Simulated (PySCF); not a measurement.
## Potential energy of SnB along the bond

Set-up: basis Sn cc-pVDZ-PP with ECP28, B cc-pVDZ; scalar-relativistic core potentials; PySCF 2.14. Energies in eV from Sn + B in their ground configurations at the same level. State: ⁴Σ⁻ (quartet), unpaired electrons σ ↑, π ↑↑.

| R (Å) | UHF |
| --- | --- |
| 1.885 | -0.690 |
| 1.973 | -1.141 |
| 2.061 | -1.366 |
| 2.126 | -1.428 |
| 2.192 | -1.427 |
| 2.258 | -1.383 |
| 2.345 | -1.286 |
| 2.455 | -1.137 |
| 2.587 | -0.951 |
| 2.762 | -0.729 |

Question: Put a parabola through the three lowest points of the UHF curve and estimate Re, k and ωe (reduced mass 10.08 u; 1 eV/Å² = 0.16022 mdyn/Å; ωe = 1302.8·√(k/μ) cm⁻¹).

Answer: Through R = 2.061, 2.126, 2.192 Å the second-order coefficient is 7.40 eV/Å², so Re ≈ 2.158 Å, k ≈ 2.37 mdyn/Å and ωe ≈ 632 cm⁻¹. A polynomial fit of higher order to the unrounded UHF energies gives Re = 2.157 Å, k = 1.96 mdyn/Å, ωe = 574 cm⁻¹; anharmonicity and rounding make the difference.

The higher-order fit for each curve: UHF: Re = 2.157 Å, ωe = 574 cm⁻¹, De = 1.43 eV.

Spin–orbit coupling is left out, which matters for elements this heavy, above all for dissociation energies. Hartree–Fock leaves out correlation, which carries a large part of most bond energies and some tenths to 1 eV of ionisation energies. The state is the lowest determinant that a PBE0 search found; another state may lie lower at other levels.
